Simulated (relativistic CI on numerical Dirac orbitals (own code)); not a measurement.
# Line list: Electric-dipole lines, Nb XII

These numbers are calculated, not measured: Dirac-Coulomb-Breit CI, KLI orbitals optimised for each configuration, model QED (radiative potential, 1s self-energy scaled to tabulated hydrogen-like ionisation energies), unscaled Slater integrals (own radial code, finite nucleus).

Configurations in the expansion (outside the closed core [Ar] 3d10): 4s2, 4s.4p, 4p2, 4s.4d, 4d2, 4s.4f, 4p.4d, 4f2, 4p.5s, 4p.4f, 4s.5s, 4s.5p, 4d.5s, 4d.4f, 4s.5d, 4s.6s. Levels of other configurations are missing.

```
λ vac (nm)             Lower             Upper   A (s⁻¹)  E lower (cm⁻¹)  E upper (cm⁻¹)
    24.569  4p.4d 1F°_3 [25]   4p.4f 1G_4 [65]  9.58e+10          851829         1258848
    25.627   4s.4p 3P°_1 [3]   4s.4d 3D_2 [12]  4.15e+10          189511          579725
    25.914      4p2 1D_2 [8]  4p.4d 3D°_3 [23]  4.90e+10          447649          833537
    26.284      4p2 3P_2 [9]  4p.4d 1F°_3 [25]  4.48e+10          471367          851829
    26.730   4s.4p 3P°_2 [4]   4s.4d 3D_3 [13]  4.99e+10          208034          582143
    26.812      4p2 3P_1 [7]  4p.4d 3P°_2 [20]  4.24e+10          446914          819875
    27.182  4p.4d 3F°_4 [18]   4p.4f 3G_5 [51]  4.73e+10          798871         1166766
    27.534  4p.4d 3D°_3 [23]     4d2 3F_4 [62]  1.05e+11          833537         1196721
    27.778  4p.4d 3D°_2 [24]     4d2 3F_3 [61]  7.34e+10          835033         1195025
    28.220   4s.4p 1P°_1 [5]   4s.4d 1D_2 [14]  7.28e+10          275495          629860
    28.229   4s.4d 3D_1 [11]  4s.4f 3F°_2 [29]  5.41e+10          578229          932470
    28.335   4s.4d 3D_2 [12]  4s.4f 3F°_3 [30]  5.72e+10          579725          932640
    28.509   4s.4d 3D_3 [13]  4s.4f 3F°_4 [31]  6.40e+10          582143          932908
    28.768   4s.4d 1D_2 [14]  4s.4f 1F°_3 [32]  9.35e+10          629860          977471
    29.062     4d2 3F_3 [61]  4d.4f 3G°_4 [81]  9.58e+10         1195025         1539119
    29.098     4d2 3F_4 [62]  4d.4f 3G°_5 [83]  1.09e+11         1196721         1540386
    30.792   4p.4f 1G_4 [65]  4d.4f 1H°_5 [90]  1.13e+11         1258848         1583604
    33.347  4d.4f 1H°_5 [90]     4f2 1I_6 [99]  6.82e+10         1583604         1883485
    35.539  4s.4f 1F°_3 [32]   4p.4f 1G_4 [65]  4.34e+10          977471         1258848
    36.298      4s2 1S_0 [1]   4s.4p 1P°_1 [5]  2.62e+10               0          275495
```

Terms are leading LS components. Brackets give the number of a level in order of energy, since labels repeat. The list gives strong lines, with weight on those to low levels, without lines whose two gauges differ by over a factor of 2.5. Levels whose partners in the same complex of configurations lie outside the list can be far off, and so can their lines. Rates are taken at the computed energies, electric ones in the length gauge.

At this charge energies of transitions that change n are usually good to better than 1 %, and those within a shell (Δn = 0) to a few per cent.

LS names give the leading component of a level, which can be under half, so a name can repeat, a term be missing and a line seem to break the LS rules.
